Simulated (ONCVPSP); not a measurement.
## Which change was made? (La, ONCV)

```json
{"Element": "lanthanum (La)", "Generator": "ONCVPSP 4.0.1", "Type": "optimised norm-conserving Vanderbilt (ONCV)", "Functional": "PBEsol", "Relativity": "scalar-relativistic", "Frozen core": "[Kr] 4d10", "Valence charge": "11", "Reference configuration": "5s2 5p6 5d1 6s1 (charge +1)", "Partial waves": "5s+6s: rc 2.30 bohr, ncon 4, nbas 8, qcut 4.1 1/bohr, 2 projectors; 5p: rc 2.10 bohr, ncon 4, nbas 7, qcut 4.5 1/bohr, 2 projectors, debl 1.2 Ha; 5d: rc 3.05 bohr, ncon 5, nbas 9, qcut 4.4 1/bohr, 2 projectors, debl 0.9 Ha; f scattering state at 0.11 Ha: rc 2.10 bohr, ncon 4, nbas 7, qcut 4.8 1/bohr, local", "Local potential": "the f channel", "Core correction": "Teter function, parameters optimised by the program"}
```

In the f channel the program set the typed energies aside and used -0.376 Ha.

Cutoffs, loose and tight: the cutoffs (Ha) at which the residual kinetic energy of the hardest occupied pseudo-wave falls to 1 and 0.1 mHa per electron. They do not see the model core or the augmentation charge, which bear on the density cutoff. Test errors are all-electron minus pseudo excitation energies from the reference, over the configurations 5s2 5p6 5d1 6s2; 5s2 5p6 5d1 6s0; 5s2 5p6 5d0 6s0; 5s2 5p6 5d2 6s0; variants that change the core or the reference have their own tests.

The base gives: outcome: generated, projector energies reset by the program; cutoff, loose: 9.8 Ha; cutoff, tight: 29 Ha; bound ghosts: s, p; GHOST(+) flags above zero: d; largest test error (meV): -9.7.

(1) After one change the result is: outcome: failed: optimize: ERROR ps0norm > uunorm, code will stop. Which change was it?
A. d: rc 4.44
B. all radii but the core radius scaled by about 0.93 (s 2.14, p 1.96, d 2.84, f 1.96 bohr)
C. core [Xe], valence charge 3; reference 5d1 6s1.75; waves now 6s: rc 3.20 bohr, ncon 3, nbas 7, qcut 1.8 1/bohr, 3 projectors, debl 3.2 Ha; p scattering state at 0.05 Ha: rc 3.05 bohr, ncon 4, nbas 7, qcut 2.5 1/bohr, 2 projectors, debl 3.5 Ha; 5d: rc 3.70 bohr, ncon 3, nbas 7, qcut 4.1 1/bohr, 2 projectors, debl 2.3 Ha; f scattering state at 0.29 Ha: rc 3.55 bohr, ncon 5, nbas 10, qcut 3 1/bohr, 2 projectors, debl 2.1 Ha; local potential polynomial inside 2.15 bohr (lpopt 5, dvloc0 6 Ha)

Answers

(1) C. The others give: all radii but the core radius scaled by about 0.93 (s 2.14, p 1.96, d 2.84, f 1.96 bohr) → outcome: generated, projector energies reset by the program; cutoff, loose: 16 Ha; cutoff, tight: 36 Ha; bound ghosts: s, p; GHOST(+) flags above zero: s, d; largest test error (meV): -8.3 | d: rc 4.44 → outcome: generated, projector energies reset by the program; cutoff, loose: 9.8 Ha; cutoff, tight: 29 Ha; bound ghosts: s, p; GHOST(+) flags above zero: d; largest test error (meV): +37.
